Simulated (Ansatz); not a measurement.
`[SiH3]N([SiH2]Cl)[SiH2]Cl` + `F[Si](F)(S)Cl` → `F[Si](F)(Cl)S[SiH2]Cl` + `[SiH3]N[SiH2]Cl`  (ligand exchange at the Si–N bond)

Calculated with Ansatz (gas phase, PBE0-D4/def2-TZVP geometries, no zero-point term in ΔE). CCSD(T)/CBS is the MP2 limit (def2-TZVPP, def2-QZVPP) plus CCSD(T) − MP2 in def2-TZVPP, frozen cores. DFT in def2-TZVPP. B3LYP here is the variant with VWN-RPA as its local correlation; programs differ in this. Each species was taken in one conformer, which may not be the lowest.

`[SiH3]N([SiH2]Cl)[SiH2]Cl`:

Z-matrix (Å, degrees):
```
Si
N 1 1.748
H 1 1.482 2 112.2
H 1 1.492 2 104.1 3 117.6
H 1 1.482 2 112.2 3 -124.8
Si 2 1.728 1 123.3 3 62.3
Si 2 1.725 1 114.7 3 -117.7
Cl 6 2.061 2 106.4 1 0.1
H 6 1.478 2 112.4 1 -116.6
H 6 1.478 2 112.4 1 116.9
Cl 7 2.060 2 107.3 1 180.0
H 7 1.480 2 112.0 1 -62.4
H 7 1.480 2 112.0 1 62.3
```

`F[Si](F)(S)Cl`:

Cartesian coordinates in Å:
```
F -1.343 -0.589 -0.933
Si -0.395 0.253 0.006
F -1.301 0.967 1.078
S 0.949 -0.955 1.065
Cl 0.493 1.644 -1.160
H 1.596 -1.320 -0.056
```

`F[Si](F)(Cl)S[SiH2]Cl`:

```xyz
9

F    -2.120   -2.145    0.216
Si   -1.334   -0.847   -0.208
F    -1.713    0.302    0.806
Cl   -1.974   -0.301   -2.039
S     0.717   -1.284   -0.119
Si    1.490    0.653    0.363
Cl    1.022    2.040   -1.064
H     0.958    1.131    1.653
H     2.953    0.452    0.391
```

`[SiH3]N[SiH2]Cl`:

Cartesian coordinates in Å:
```
Si 0.382 1.510 0.237
N 0.046 -0.140 0.653
Si -0.216 -1.448 -0.414
Cl -2.167 -1.580 -1.077
H 0.720 1.523 -1.208
H -0.782 2.402 0.483
H 1.526 2.024 1.034
H -0.192 -0.314 1.619
H 0.621 -1.258 -1.616
H 0.062 -2.720 0.289
```

```csv
level,ΔE (kJ/mol),difference from CCSD(T)/CBS
PBE-D4,-12.7,-11.5
PBE0-D4,-9.2,-8.0
B3LYP-D4,-6.3,-5.1
ωB97X-V,-3.5,-2.3
ωB97M-V,-1.6,-0.4
B2PLYP,-5.9,-4.7
PBE,-15.6,-14.4
r2SCAN,-7.8,-6.6
PBE0,-11.5,-10.3
MP2/def2-TZVPP,0.2,1.4
SCS-MP2/def2-TZVPP,1.2,2.4
CCSD(T)/def2-TZVPP,1.9,3.1
HF/def2-QZVPP,-3.2,-2.0
MP2/def2-QZVPP,-1.2,0.0
SCS-MP2/def2-QZVPP,-0.5,0.7
HF/CBS(def2),-3.1,-1.9
CCSD(T)/CBS,-1.2,0
```

Largest T1 diagnostic among the species: 0.011.

From PBE to PBE0 (25 % exact exchange), in def2-TZVPP and without D4, ΔE moves by +4.1 kJ/mol. In def2-TZVPP, CCSD(T) changes the Hartree–Fock value by +6.1 kJ/mol (the triples alone add −0.2 kJ/mol) and MP2 by +4.5 kJ/mol.
